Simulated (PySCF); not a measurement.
# Continuum solvent and chemical shifts

Mapped SMILES: `[CH2:1]=[CH:2][B@H-:3]1[NH2+:4][B@@H-:5]([CH3:6])[NH2+:7]1`. Hydrogens are named by the atom that carries them. Ha(C1) is cis to B3; Ha(N4), Ha(N7) are cis to C2 on the ring; Hb(C1) is trans to B3; Hb(N4), Hb(N7) are trans to C2 on the ring.

GIAO PBE0/pcSseg-1 in PySCF 2.14 on one PBE0-D3(BJ)/def2-SVP conformer, non-relativistic, equivalent nuclei averaged. Solvents enter as an IEF-PCM continuum (chloroform with ε = 4.7, acetonitrile with ε = 35.7) around the gas-phase geometry. Shifts are referred to TMS, BF3·OEt2 computed in the same medium.

Gas phase, δ in ppm: C2 157.2, C1 124.1, C6 8.1, B5 -10.0, B3 -12.5, H(C2) 6.57, Hb(C1) 5.68, Ha(C1) 5.18, H(B3) 3.68, H(B5) 3.50, Hb(N4)/Hb(N7) 1.80, Ha(N4)/Ha(N7) 0.90, H(C6) -0.02. Dipole moment 0.33 D.

Q: How does each δ change in the continuum?

A: 
```tsv
atoms	environment	Δδ, chloroform	Δδ, acetonitrile
C2	alkene CH	+2.3	+3.0
C1	terminal =CH2 carbon	+0.7	+1.2
C6	methyl carbon bonded to B	0.0	0.0
B5	boron bonded to C, 2 N, H, in a 4-membered ring	+0.4	+0.5
B3	boron bonded to C, 2 N, H, in a 4-membered ring	+0.4	+0.6
H(C2)	hydrogen on an alkene CH	+0.08	+0.11
Hb(C1)	hydrogen on a terminal =CH2 carbon	+0.02	+0.03
Ha(C1)	hydrogen on a terminal =CH2 carbon	+0.17	+0.26
H(B3)	hydrogen on a boron bonded to C, 2 N, in a 4-membered ring	-0.24	-0.34
H(B5)	hydrogen on a boron bonded to C, 2 N, in a 4-membered ring	-0.25	-0.36
Hb(N4)/Hb(N7)	hydrogen on a donor nitrogen of a Lewis adduct	+0.31	+0.40
Ha(N4)/Ha(N7)	hydrogen on a donor nitrogen of a Lewis adduct	+0.33	+0.49
H(C6)	hydrogen on a methyl carbon bonded to B	-0.06	-0.08
```

Changes are relative to the gas phase. The dipole moment becomes 0.40 D in chloroform, 0.45 D in acetonitrile.

Q: Which of the listed nuclei move most (in ppm), and what does the model miss? (N and O are left out, as their reference compounds move with the solvent too.)

A: C2 (alkene CH, +3.0 ppm) in acetonitrile. A continuum only polarises the solute; specific hydrogen bonds, the anisotropy of aromatic solvents and changes of geometry or conformer are outside it.
